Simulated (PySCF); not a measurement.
**Correlation energy of Ir (iridium, neutral)**

[Xe] 4f14 5d8 6s1, high-spin 4F determinant (an excited configuration). Calculation: PySCF 2.14, in ANO-RCC-VTZP (8s7p5d3f1g, 84 functions); scalar relativity by spin-free X2C-1e. Frozen: [Xe] 4f14; 9 electrons correlated.

| level | correlation energy (mhartree) |
| --- | --- |
| CCSD | -232.91 |
| (T) | -10.35 |
| CCSD(T) | -243.26 |

Diagnostics: T1 = 0.013, D1 = 0.0452, largest double amplitude 0.032.

Question: Is a single reference adequate?

Answer: Yes, within this model without spin-orbit coupling: T1 lies below 0.03 and no double amplitude reaches 0.07.
